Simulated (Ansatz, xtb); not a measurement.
C3H6Ge: which of two isomers lies lower

We compare a, `C#[C][GeH2][CH3]`, a singlet, with b, `C#C[CH2][GeH3]`, a singlet. Both are isolated molecules in the gas phase, relaxed with r2SCAN-D4/def2-SVP.

Quicker runs give these differences E(b) − E(a): GFN2-xTB −2.7 kcal/mol; HF/STO-3G +14.9 kcal/mol (at GFN2-xTB geometries); r2SCAN-D4/def2-SVP//GFN2-xTB +7.8 kcal/mol.

Question: Estimate E(b) − E(a) at the level CCSD(T)/def2-SVP + ΔMP2/def2-TZVPP.

Answer: Calculated at CCSD(T)/def2-SVP + ΔMP2/def2-TZVPP: E(b) − E(a) = +11.1 kcal/mol, so structure a lies lower.

The same difference at several levels:

| level | geometry | E(b) − E(a) (kcal/mol) | departure from the last row (kcal/mol) | job, with rough time for the two |
| --- | --- | --- | --- | --- |
| GFN2-xTB | GFN2-xTB | −2.7 | −13.9 | optimisation, 0.2 s |
| HF/STO-3G | GFN2-xTB | +14.9 | +3.7 | single point, 0.63 s |
| r2SCAN-D4/def2-SVP//GFN2-xTB | GFN2-xTB | +7.8 | −3.4 | single point, 3.3 s |
| r2SCAN-D4/def2-SVP | r2SCAN-D4/def2-SVP | +7.0 | −4.2 | optimisation, 32 s |
| HF/def2-SVP | r2SCAN-D4/def2-SVP | +8.8 | −2.3 | part of the CCSD(T) run |
| MP2/def2-SVP | r2SCAN-D4/def2-SVP | +8.6 | −2.6 | part of the CCSD(T) run |
| CCSD(T)/def2-SVP | r2SCAN-D4/def2-SVP | +8.2 | −2.9 | single point |
| CCSD(T)/def2-SVP + ΔMP2/def2-TZVPP | r2SCAN-D4/def2-SVP | +11.1 |  | single point, 23 s |

As drawn, b has 1 C–C, 1 Ge–H in place of 1 C–Ge, 1 C–H.

GFN2-xTB puts the two in the other order. The largest departure from CCSD(T)/def2-SVP + ΔMP2/def2-TZVPP is that of GFN2-xTB, 13.9 kcal/mol. The last row adds to CCSD(T) the change of the MP2 difference between the two basis sets, here +2.9 kcal/mol.

With harmonic frequencies from r2SCAN-D4/def2-SVP (ideal gas, rigid rotor, one conformer each, 298.15 K, 1 atm): the zero-point term adds −1.1 kcal/mol; ΔH is +9.8 and ΔG +10.2 kcal/mol.

The correlated steps freeze 12 core orbitals; the filled d shell of Ge is correlated, in a basis made for valence electrons. Codes used: Ansatz 0.2.0, xtb 6.7.1; the last row on 2 threads of Intel(R) Xeon(R) Processor @ 2.70GHz on a shared host.
